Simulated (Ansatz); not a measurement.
`C[O][GeH2][Cl]` + HBr → `[Cl][GeH2][Br]` + CH₃OH at 700 K and 1 bar (ligand exchange at a Ge–O bond).

Calculated with Ansatz (gas phase, PBE0-D4/def2-TZVP geometries, no zero-point term in ΔE). CCSD(T)/CBS adds triple-zeta CCSD(T) − MP2 to the extrapolated MP2 energy (def2 sets, frozen cores). This one scheme is used for every species. For Br, Ge outer-core shells are correlated without core-valence functions, which leaves a few kJ/mol of doubt a bond. Scalar relativity is left out up to krypton. Each species was taken in one conformer, which may not be the lowest.

```
         species  CCSD(T)/CBS energy (Eh)  H − E (kJ/mol)  S (J/(mol·K))
`C[O][GeH2][Cl]`              -2652.16457           222.9          453.0
             HBr              -2573.91920            36.5          223.7
`[Cl][GeH2][Br]`              -5110.48619            95.4          386.2
           CH₃OH               -115.61712           170.8          288.5
```

H − E and S are ideal-gas, rigid-rotor, harmonic terms from PBE0-D4/def2-TZVP, for one conformer and one mirror image of each species. 1 Eh = 2625.50 kJ/mol, R = 8.31446 J/(mol·K).

Q: By hand: ΔE, ΔH, ΔS and ΔG.

A: ΔE = (-5110.48619) + (-115.61712) − (-2652.16457) − (-2573.91920) = -0.01954 Eh = -51.3 kJ/mol. Δ(H − E) = 95.4 + 170.8 − 222.9 − 36.5 = 6.8, so ΔH = -44.5 kJ/mol. ΔS = 386.2 + 288.5 − 453.0 − 223.7 = -2.0 J/(mol·K). ΔG = -44.5 − 700 × (-2.0)/1000 = -43.1 kJ/mol.

Q: By hand: the equilibrium constant, and the temperature at which ΔG would vanish if ΔH and ΔS stayed fixed.

A: log₁₀ K = −ΔG/(RT ln 10) = 3.2. ΔG = 0 at ΔH/ΔS = 22250 K, far beyond where these terms or the molecules hold.

The number of gas molecules stays the same, so ΔS is small and ΔH decides. A doubt of 5 kJ/mol in ΔE shifts log₁₀ K by 0.4 here. Other conformers and mirror images would add mixing entropy, several J/(mol·K) or more a flexible species. Modes under 60 cm⁻¹, often nearly free rotors, make the harmonic entropy too high. These are equilibria of isolated gas molecules and say nothing of rates. Largest T1 diagnostic: 0.011 (customary marks: 0.02 for closed shells, 0.045 for open ones).
